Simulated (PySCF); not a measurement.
**Assignment exercise: C3H13PSi2**

Structure with atom numbers: `[CH3:1][SiH:2]([CH3:3])[Si@H:4]([CH3:5])[PH2:6]`; H(Xn) means a hydrogen on atom n.

A single conformation, fast rotation and ring inversion assumed for equivalent nuclei, non-relativistic, in vacuum. NMR shieldings at PBE0/pcSseg-1/GIAO; GFN2-xTB structure; PySCF 2.14.

Scale: TMS for ¹³C (σ = 186.93 ppm) and ¹H (σ = 31.72 ppm) (reference shieldings calculated alike).

(1) Assign these signals to the numbered atoms. ¹³C{¹H} NMR (computed): δ -3.9, -4.7, -5.1.

(2) Assign these signals to the numbered atoms. ¹H NMR (300 MHz, computed): δ 4.26 (m, 1H), 4.21 (m, 1H), 0.88 (m, 2H), 0.28 (m, 3H), 0.17 (d, 3H), 0.16 (d, 3H).

Answers

(1) 
-3.9 → C1, methyl carbon bonded to Si: an electropositive neighbour leaves it electron-rich and shielded
-4.7 → C3, methyl carbon bonded to Si
-5.1 → C5, methyl carbon bonded to Si

C1 and C3; C3 and C5 lie closer than the usual error of such a calculation, so a measured spectrum could show them in the other order.

(2) 
4.26 → H(Si2), hydrogen on a silicon bonded to 2 C, Si
4.21 → H(Si4), hydrogen on a silicon bonded to C, P, Si
0.88 → H(P6), hydrogen on a phosphorus bonded to Si
0.28 → H(C5), hydrogen on a methyl carbon bonded to Si: an electropositive neighbour shields it, as in TMS itself
0.17 → H(C3), hydrogen on a methyl carbon bonded to Si
0.16 → H(C1), hydrogen on a methyl carbon bonded to Si

H(Si2) and H(Si4); H(C5) and H(C3); H(C3) and H(C1) lie closer than the usual error of such a calculation, so a measured spectrum could show them in the other order.

Splittings by ³¹P in the carbon and heteronuclear signals aren't shown, as no couplings were computed. Shifts are as computed. Against solution values, carbons near 30 ppm lie about +3 ppm off and those near 130 ppm about +5 ppm. Of 1211 compounds with measured shifts, 218 miss one by over three times the rms of a fit or turn the order of signals round; such compounds aren't used in these exercises. No couplings were computed; multiplicities are counted from neighbouring protons, with m where these are inequivalent, close in shift, in a saturated or five-membered ring or joined by F or P, and br s for small geminal =CH2 splittings.
